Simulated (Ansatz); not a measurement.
Compare A (`N[Si]1([AlH2])CO1`) with its isomer B (`O[SiH]1C[NH][AlH]1`).

Calculated with Ansatz (gas phase, PBE0-D4/def2-TZVP geometries, no zero-point term in ΔE). CCSD(T)/CBS adds triple-zeta CCSD(T) − MP2 to the extrapolated MP2 energy (def2 sets, frozen cores). Functionals use def2-TZVPP. B3LYP here is the variant with VWN-RPA as its local correlation; programs differ in this. Each species was taken in one conformer, which may not be the lowest.

Which is lower in electronic energy at CCSD(T)/CBS, and by how much? (Best estimate.)

Computed: B, by 121.1 kJ/mol.

Give E(B) − E(A) in kJ/mol with CCSD(T)/def2-TZVPP, B3LYP, PBE0-D4, CCSD/def2-TZVPP, B2PLYP, ωB97M-V, MP2/def2-TZVPP. (An estimate is asked.)

The calculation gave: CCSD(T)/def2-TZVPP -120.7, B3LYP -112.6, PBE0-D4 -120.2, CCSD/def2-TZVPP -120.1, B2PLYP -117.1, ωB97M-V -119.4, MP2/def2-TZVPP -124.3. None reverses the order clearly.

Largest T1 diagnostic: 0.015.

From PBE to PBE0 (25 % exact exchange), in def2-TZVPP and without D4, E(B) − E(A) moves by −5.7 kJ/mol. In def2-TZVPP, CCSD(T) changes the Hartree–Fock value by −8.9 kJ/mol (the triples alone add −0.6 kJ/mol) and MP2 by −12.5 kJ/mol.
